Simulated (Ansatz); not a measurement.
## Ansatz (development build ahead of 0.2.0) run

```yaml
crystal:
  periodic: [false, false, false]
  atoms:
    - { symbol: C, position_ang: [-0.77324, -0.77238, -0.77941] }
    - { symbol: C, position_ang: [-0.77311, -0.78231, 0.78682] }
    - { symbol: C, position_ang: [-0.78517, 0.78375, -0.7874] }
    - { symbol: C, position_ang: [-0.77134, 0.77993, 0.7851] }
    - { symbol: C, position_ang: [0.78871, -0.784, -0.78202] }
    - { symbol: C, position_ang: [0.78237, -0.7822, 0.78926] }
    - { symbol: C, position_ang: [0.78375, 0.77085, -0.78177] }
    - { symbol: C, position_ang: [0.7808, 0.7835, 0.78913] }
    - { symbol: H, position_ang: [-1.41256, -1.40561, -1.41936] }
    - { symbol: H, position_ang: [-1.4059, -1.41268, 1.4198] }
    - { symbol: H, position_ang: [-1.4055, 1.41253, -1.41918] }
    - { symbol: H, position_ang: [-1.42173, 1.41005, 1.41872] }
    - { symbol: H, position_ang: [1.4118, -1.40531, -1.41862] }
    - { symbol: H, position_ang: [1.40712, -1.41328, 1.4065] }
    - { symbol: H, position_ang: [1.41316, 1.42341, -1.41674] }
    - { symbol: H, position_ang: [1.42023, 1.40648, 1.41609] }
basis:
  gaussian: { orbitals: STO-3G }
hamiltonian:
  xc: hf
correlation:
  method: mp2
  frozen_orbitals: { C: 1, H: 0 }
```

The input is written out in the form of the current development build from the run's settings.

Results

```
Converged                       : yes
Reference energy                : -303.77963 hartree
Correlation energy              : -0.41873 hartree
Total energy                    : -304.19836 hartree
Spin squared of the determinant : 0.000
```
